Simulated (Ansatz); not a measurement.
One change: `[SiH2]1[S][GeH2]1` becomes `F[SiH]1[S][GeH2]1`.

Ansatz, PBE0-D4/def2-TZVP geometries, multiplicity 1. 

Scalar relativity is left out up to krypton.

```json
{"property": "HOMO–LUMO gap (PBE/def2-TZVPP) / eV", "`[SiH2]1[S][GeH2]1`": "4.65"}
{"property": "size of the dipole moment (PBE/def2-TZVPP) / D", "`[SiH2]1[S][GeH2]1`": "1.62"}
{"property": "zero-point energy (PBE0-D4/def2-TZVP) / kJ/mol", "`[SiH2]1[S][GeH2]1`": "90.7"}
{"property": "LUMO energy (B3LYP/def2-TZVPP) / eV", "`[SiH2]1[S][GeH2]1`": "-0.87"}
{"property": "LUMO energy (PBE0/def2-TZVPP) / eV", "`[SiH2]1[S][GeH2]1`": "-0.63"}
{"property": "HOMO energy (PBE0/def2-TZVPP) / eV", "`[SiH2]1[S][GeH2]1`": "-7.24"}
```

Q: What does the change do to each property? (Best estimate.)

A: The calculation gave: 
```
                                      property  `F[SiH]1[S][GeH2]1`  shift
           HOMO–LUMO gap (PBE/def2-TZVPP) / eV                 4.77   0.12
size of the dipole moment (PBE/def2-TZVPP) / D                 1.77   0.15
zero-point energy (PBE0-D4/def2-TZVP) / kJ/mol                 78.0  -12.7
           LUMO energy (B3LYP/def2-TZVPP) / eV                -0.98  -0.11
            LUMO energy (PBE0/def2-TZVPP) / eV                -0.76  -0.13
            HOMO energy (PBE0/def2-TZVPP) / eV                -7.38  -0.14
```

Dipoles are sizes alone; their direction can turn.

B3LYP here is the variant with VWN-RPA as its local correlation; programs differ in this.
